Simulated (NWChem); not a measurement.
The numbers come from NWChem runs, not from measurements. System: AlP, charge 0, spin multiplicity 3, at a geometry optimised with UPBE0/def2-SVP. The structure started from a generated list of species. Its SCF solution wasn't tested for a lower state. Level: ROCCSD(T)/def2-TZVP, 10 core orbitals frozen.

Job file:

```
start mol
memory heap 100 mb stack 700 mb global 1900 mb
geometry units angstroms nocenter noautoz
  Al     0.000000     0.000000     1.182537
  P      0.000000     0.000000    -1.024865
  symmetry group C2v
end
basis spherical
  * library def2-tzvp
end
scf
  rohf
  nopen 2
  maxiter 100
  thresh 1e-7
  semidirect memsize 60000000 filesize 0
  # guess.movecs holds the orbitals of an unrestricted PBE0 run
  vectors input guess.movecs swap 13 15 output mol.movecs
end
tce
  freeze core 10
  ccsd(t)
  2eorb
  2emet 13
  thresh 1e-6
  maxiter 100
  tilesize 24
end
task tce energy
```

NWChem printed:

```
             Northwest Computational Chemistry Package (NWChem) 7.3.0
             --------------------------------------------------------

                                NWChem Input Module
                                -------------------

 Scaling coordinates for geometry "geometry" by  1.889725989
 (inverse scale =  0.529177249)

 Turning off AUTOSYM since
 SYMMETRY directive was detected!

                             Geometry "geometry" -> ""
                             -------------------------

 Output coordinates in angstroms (scale by  1.889725989 to convert to a.u.)

  No.       Tag          Charge          X              Y              Z
 ---- ---------------- ---------- -------------- -------------- --------------
    1 Al                  13.0000     0.00000000     0.00000000     1.18253700
    2 P                   15.0000     0.00000000     0.00000000    -1.02486500

 Effective nuclear repulsion energy (a.u.)      46.7470644472

            Nuclear Dipole moment (a.u.)
            ----------------------------
        X                 Y               Z
 ---------------- ---------------- ----------------
     0.0000000000     0.0000000000     0.0000113384

      Symmetry information
      --------------------

 Group name             C2v
 Group number             16
 Group order               4
 No. of unique centers     2

      Symmetry unique atoms

     1    2


 Summary of "ao basis" -> "" (spherical)
 ------------------------------------------------------------------------------
       Tag                 Description            Shells   Functions and Types
 ---------------- ------------------------------  ------  ---------------------
 *                         def2-tzvp                  on all atoms

 Summary of "ao basis" -> "ao basis" (spherical)
 ------------------------------------------------------------------------------
       Tag                 Description            Shells   Functions and Types
 ---------------- ------------------------------  ------  ---------------------
 Al                        def2-tzvp                13       37   5s5p2d1f
 P                         def2-tzvp                13       37   5s5p2d1f

                                 NWChem SCF Module
                                 -----------------

  ao basis        = "ao basis"
  functions       =    74
  atoms           =     2
  closed shells   =    13
  open shells     =     2
  charge          =   0.00
  wavefunction    = ROHF
  use symmetry    = T
  symmetry adapt  = T

 Summary of "ao basis" -> "ao basis" (spherical)
 ------------------------------------------------------------------------------
       Tag                 Description            Shells   Functions and Types
 ---------------- ------------------------------  ------  ---------------------
 Al                        def2-tzvp                13       37   5s5p2d1f
 P                         def2-tzvp                13       37   5s5p2d1f

      Symmetry analysis of basis
      --------------------------

        a1         32
        a2          6
        b1         18
        b2         18

 Forming initial guess at       0.1s

 Swapping ROHF orbitals    13   15

      Symmetry analysis of molecular orbitals - initial
      -------------------------------------------------

  Numbering of irreducible representations:

     1 a1          2 a2          3 b1          4 b2

  Orbital symmetries:

     1 a1          2 a1          3 a1          4 b2          5 a1
[...]
           0.000000000000           0.000000000000           0.000000000000

  Mulliken analysis of the total density
  --------------------------------------

    Atom       Charge   Shell Charges
 -----------   ------   -------------------------------------------------------
    1 Al  13    12.70   2.00  0.66  1.32  1.09  0.60  2.91  2.28  0.82  0.54  0.34  0.05  0.09  0.02
    2 P   15    15.30   2.01  0.54  1.43  1.08  0.78  4.16  1.70  0.63  1.69  1.22  0.01  0.03  0.00

 Mulliken analysis of the open-shell density
 -------------------------------------------

    Atom       Charge   Shell Charges
 -----------   ------   -------------------------------------------------------
    1 Al  13     0.67   0.00  0.00 -0.00  0.05  0.14  0.01  0.00  0.00  0.31  0.12  0.02  0.02  0.01
    2 P   15     1.33   0.00  0.00 -0.00  0.00  0.00  0.03 -0.02  0.19  0.70  0.42  0.00  0.01  0.00

       Multipole analysis of the density wrt the origin
       ------------------------------------------------

     L   x y z        total         open         nuclear
     -   - - -        -----         ----         -------
     0   0 0 0     -0.000000     -2.000000     28.000000

     1   1 0 0     -0.000000      0.000000      0.000000
     1   0 1 0      0.000000      0.000000      0.000000
     1   0 0 1      1.106101      0.539232      0.000011

     2   2 0 0    -21.587825     -3.171305      0.000000
     2   1 1 0     -0.000000      0.000000      0.000000
     2   1 0 1      0.000000     -0.000000      0.000000
     2   0 2 0    -18.328134     -6.085594      0.000000
     2   0 1 1     -0.000000      0.000000      0.000000
     2   0 0 2    -19.187606    -16.131359    121.181721

                   NWChem Extensible Many-Electron Theory Module
                   ---------------------------------------------


            General Information
            -------------------
      Number of processors :     1
         Wavefunction type : Restricted open-shell Hartree-Fock
          No. of electrons :    28
           Alpha electrons :    15
            Beta electrons :    13
           No. of orbitals :   148
            Alpha orbitals :    74
             Beta orbitals :    74
        Alpha frozen cores :    10
         Beta frozen cores :    10
     Alpha frozen virtuals :     0
      Beta frozen virtuals :     0
         Spin multiplicity : triplet
    Number of AO functions :    74
       Number of AO shells :    26
        Use of symmetry is : on
      Symmetry adaption is : on
         Schwarz screening : 0.10D-09

          Correlation Information
          -----------------------
          Calculation type : Coupled-cluster singles & doubles w/ perturbation
   Perturbative correction : (T)
            Max iterations :      100
        Residual threshold : 0.10D-05
     T(0) DIIS level shift : 0.00D+00
     L(0) DIIS level shift : 0.00D+00
     T(1) DIIS level shift : 0.00D+00
     L(1) DIIS level shift : 0.00D+00
     T(R) DIIS level shift : 0.00D+00
     T(I) DIIS level shift : 0.00D+00
   CC-T/L Amplitude update :  5-th order DIIS
                I/O scheme : Global Array Library
        L-threshold :  0.10D-05
        EOM-threshold :  0.10D-05
 no EOMCCSD initial starts read in
 TCE RESTART OPTIONS
 SLICE:      F
 D4D5:       F
 quantumc:   F
 qrotation:  F
 pwtce:      F
 qducc:      F
 nacto:                         0
 nrotv:                         0
 nrot:                          0

            Memory Information
            ------------------
          Available GA space size is     249025848 doubles
          Available MA space size is     104852772 doubles

 Maximum block size supplied by input
 Maximum block size        24 doubles

 tile_dim =     23

 -------------------------------------------------

 Global array virtual files algorithm will be used

 Parallel file system coherency ......... OK

 4-electron integrals stored in orbital form

 v2    file size   =          1334303
 4-index algorithm nr.  13 is used
 imaxsize =       30
 imaxsize ichop =        0


CCSD iterations
 ---------------------------------------------------------
 Iter          Residuum       Correlation     Cpu    Wall
 ---------------------------------------------------------
    1   0.1059107261585  -0.1857806956051     0.3     0.3
    2   0.0303630342286  -0.1899100988858     0.2     0.2
    3   0.0129668709621  -0.1964539967324     0.2     0.2
    4   0.0059680716530  -0.1967131570091     0.2     0.2
    5   0.0032057123112  -0.1976248391156     0.2     0.2
    6   0.0017978281925  -0.1979046578845     0.3     0.3
    7   0.0010776805823  -0.1978666266077     0.3     0.3
    8   0.0009037644115  -0.1979220439986     0.3     0.3
    9   0.0006667527152  -0.1978912596941     0.3     0.3
   10   0.0006101130792  -0.1979397656676     0.3     0.3
   11   0.0001234321309  -0.1979443168820     0.3     0.3
   12   0.0000756975132  -0.1979427080218     0.3     0.3
   13   0.0000484035952  -0.1979436681477     0.2     0.2
   14   0.0000360902853  -0.1979431369030     0.2     0.2
   15   0.0000255218474  -0.1979432704132     0.3     0.3
   16   0.0000109075172  -0.1979428472914     0.3     0.3
   17   0.0000075399302  -0.1979428465317     0.3     0.3
   18   0.0000058915628  -0.1979433957088     0.3     0.3
   19   0.0000048857119  -0.1979431521848     0.3     0.3
   20   0.0000042949419  -0.1979435283572     0.3     0.3
   21   0.0000011066079  -0.1979435203288     0.2     0.2
   22   0.0000006417230  -0.1979435089472     0.3     0.3
 -----------------------------------------------------------------
 Iterations converged
 CCSD correlation energy / hartree =        -0.197943508947193
 CCSD total energy / hartree       =      -582.799008329349817

 Singles contributions

 Doubles contributions
 CCSD(T)
 Using plain CCSD(T) code
             total no. of tasks          708
 total no. of tasks / no. procs          708
                         wl_min            2           1.1
                         wl_max        97336           6.8
        thresh for no. of tasks          708

 CCSD[T]  correction energy / hartree =        -0.013763195873325
 CCSD[T] correlation energy / hartree =        -0.211706704820518
 CCSD[T] total energy / hartree       =      -582.812771525223184
 CCSD(T)  correction energy / hartree =        -0.013407093447315
 CCSD(T) correlation energy / hartree =        -0.211350602394507
 CCSD(T) total energy / hartree       =      -582.812415422797130

 Task  times  cpu:       15.9s     wall:       15.9s

 Total times  cpu:       15.9s     wall:       15.9s
```
